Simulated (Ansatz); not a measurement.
```xyz
9

C    -0.060    0.609   -1.207
Nb   -0.426   -0.290    0.694
N     1.180   -0.536    1.294
F    -1.325    0.946    1.769
Cl   -1.453   -2.320    0.352
H     0.494    1.545   -1.094
H    -1.019    0.812   -1.699
H     0.532   -0.062   -1.836
H     2.077   -0.704    1.726
```

Total charge 0; spin multiplicity 1. Nb takes the def2 core potential.

(1) List the B3LYP/def2-TZVPP orbital energies in eV (Ansatz). (Estimate.)

Results:

(1) The calculation gave: Occupied: -2762.46, -671.48, -389.60, -276.63, -257.21, -196.17, -196.13, -196.11, -65.69, -40.58, -40.33, -39.96, -31.22, -22.05, -21.34, -18.85, -12.80, -12.69, -12.10, -11.83, -11.50, -11.29, -10.46, -9.58, -9.40, -8.69, -8.22, -8.13. Lowest empty: -2.37, -1.85, -0.78, -0.48, -0.32, -0.01, 0.56, 0.78.

B3LYP here is the variant with VWN-RPA as its local correlation; programs differ in this.
